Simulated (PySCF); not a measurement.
Geometry (Å), atoms numbered from 1 in this order:
```xyz
14

O     1.9828   -0.7469   -1.2161
Si    0.8170   -1.4036   -0.2194
N    -0.3026   -0.1063    0.0720
Si    0.3364    1.5347    0.0027
Si   -2.0117   -0.3453    0.3765
H     2.9000   -0.8735   -0.9597
H     1.4920   -1.8923    1.0249
H     0.1001   -2.5364   -0.8682
H     1.6465    1.6206    0.7148
H     0.5023    2.0384   -1.3912
H    -0.6558    2.4069    0.7053
H    -2.3808    0.0191    1.7787
H    -2.3262   -1.7885    0.1551
H    -2.8358    0.4936   -0.5465
```

Geometry: PBE0-D3(BJ)/def2-SVP; GIAO shifts from PySCF, gas phase, non-relativistic, averaged over equivalent atoms.

At PBE0/def2-SVP (127 basis functions, 21 s wall time on 1 thread of an Arm Neoverse N1, shared host):
```tsv
atoms	δ (ppm)
O1	39.5
Si2	-30.4
Si4/Si5	-57.5
N3	4.8
H7/H8	5.15
H9/H10/H11/H12/H13/H14	4.65
H6	1.30
```

Referencing at the same level of theory: H2O for 17O (σref 343.04); 29Si (σref 407.17) and 1H (σref 31.34) vs TMS; NH3 for 15N (σref 269.84).

Question: What do these become at PBE0/pcSseg-1?

Answer: 
| atoms | δ at PBE0/pcSseg-1 | change |
| --- | --- | --- |
| O1 | 40.0 | +0.5 |
| Si2 | -19.2 | +11.2 |
| Si4/Si5 | -52.1 | +5.4 |
| N3 | 4.3 | -0.5 |
| H7/H8 | 5.14 | -0.01 |
| H9/H10/H11/H12/H13/H14 | 4.66 | +0.01 |
| H6 | 1.53 | +0.23 |

Chemical shifts δ = σref − σ; 17O (σref 334.56) against H2O; TMS for 29Si (σref 351.99) and 1H (σref 31.27); NH3 for 15N (σref 265.67), all at this level.

The largest change is at Si2 (silicon bonded to N, O, 2 H). Cost: 151 basis functions, 22 s wall time on 1 thread of an Arm Neoverse N1, shared host.

Experimental scales use liquid or dissolved standards, which lie at an offset from isolated NH3 (liquid NH3: subtract about 20 ppm) and H2O (liquid H2O: subtract about 36 ppm).
